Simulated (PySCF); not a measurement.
# Diatomic anions of F with the fifth-period p block

HF with double-zeta basis sets in PySCF, for the lowest determinant that a PBE0 search found; no spin–orbit coupling. De refers to high-spin ground-configuration atoms (the charge goes to the atom of lower measured ionisation energy or higher electron affinity, which is not always the lowest computed limit). A positive dipole points towards F; it is taken about the centre of mass and depends on that origin.

```json
{"M": "In", "basis": "aug-cc-pVDZ-PP/aug-cc-pVDZ", "reference": "UHF", "charged atom": "F−", "state (unpaired electrons)": "doublet (π ↑)", "Re (Å)": "2.062", "ωe (cm⁻¹)": "442", "De (eV)": "n/a", "μ (D)": "-1.42"}
{"M": "Sn", "basis": "aug-cc-pVDZ-PP/aug-cc-pVDZ", "reference": "UHF", "charged atom": "F−", "state (unpaired electrons)": "triplet (π ↑↑)", "Re (Å)": "2.039", "ωe (cm⁻¹)": "469", "De (eV)": "n/a", "μ (D)": "-1.73"}
{"M": "Sb", "basis": "aug-cc-pVDZ-PP/aug-cc-pVDZ", "reference": "UHF", "charged atom": "F−", "state (unpaired electrons)": "doublet (π ↑)", "Re (Å)": "2.012", "ωe (cm⁻¹)": "509", "De (eV)": "n/a", "μ (D)": "-1.67"}
{"M": "Te", "basis": "aug-cc-pVDZ-PP/aug-cc-pVDZ", "reference": "RHF", "charged atom": "F−", "state (unpaired electrons)": "singlet (closed shell)", "Re (Å)": "1.998", "ωe (cm⁻¹)": "539", "De (eV)": "n/a", "μ (D)": "-1.82"}
{"M": "I", "basis": "aug-cc-pVDZ-PP/aug-cc-pVDZ", "reference": "UHF", "charged atom": "F−", "state (unpaired electrons)": "doublet (σ ↑)", "Re (Å)": "2.346", "ωe (cm⁻¹)": "305", "De (eV)": "n/a", "μ (D)": "-4.12"}
```

The shortest bond is that of TeF⁻ (1.998 Å), the longest that of IF⁻ (2.346 Å).

The state changes along the series, so neighbouring rows are not always alike in their bonding.

Spin–orbit coupling is left out, which matters for elements this heavy, above all for dissociation energies. Hartree–Fock leaves out correlation, which carries a large part of most bond energies and some tenths to 1 eV of ionisation energies. States were picked by a PBE0 search and need not be the measured ground states.
